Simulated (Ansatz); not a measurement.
```tsv
atom	x (Å)	y (Å)	z (Å)
Ti	-0.0003	0.0022	-0.4138
O	0.0016	-0.0098	1.1659
```

Basis set: def2-TZVP (spherical functions). Correlated methods keep 6 orbitals frozen. Charge 0, multiplicity 3.

Computed with Ansatz (development build ahead of 0.2.0); each method stands on the lowest determinant of its kind that the runs found.

Give the atomization energy at this shape (free ground-state atoms in the same class of orbitals less the molecule, no zero-point energy) of triplet TiO by UHF-MP2, UHF.

```
 method  atomization energy
UHF-MP2             7.38 eV
    UHF             2.47 eV
```
